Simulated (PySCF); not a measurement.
Relaxation of singlet SeSI₂

All numbers come from PySCF, PBE, basis Se def2-SVP, S def2-SVP, I def2-SVP with ECP28 (scalar-relativistic core potentials, no spin–orbit coupling, density fitting). A (50,194) grid was used.

A start displaced from a saddle point along its imaginary mode, of Cs symmetry, held to at least that symmetry:

```xyz
4
charge 0 multiplicity 1, angstrom
Se   -0.3058   -0.2500   -0.2039
S    -2.0218    0.1730   -1.3485
I    -1.1439    0.0569    2.4753
I     1.8458    0.0569   -2.0072
```

**Question.** What forces act on the atoms at the start (eV/Å)?

**Answer.** 
```tsv
atom	Fx	Fy	Fz
Se1	-0.79	-0.13	-0.52
S2	0.75	-0.10	0.50
I3	0.18	0.12	-0.23
I4	-0.15	0.11	0.26
```

**Question.** What does it relax to?

**Answer.** It ends at Cs with Se–I 2.708 Å (×2), Se–S 2.055 Å; I–Se–I 101.4°, I–Se–S 110.2° (×2). The frequency run here used a shortcut that can spoil soft modes, so no verdict on minimum or saddle point is given. Other isomers or separated fragments may lie lower.

**Question.** How much energy is released, and in how many steps?

**Answer.** 45.6 kJ/mol in 8 steps.

The relaxation took roughly 90 core-seconds on a shared host.
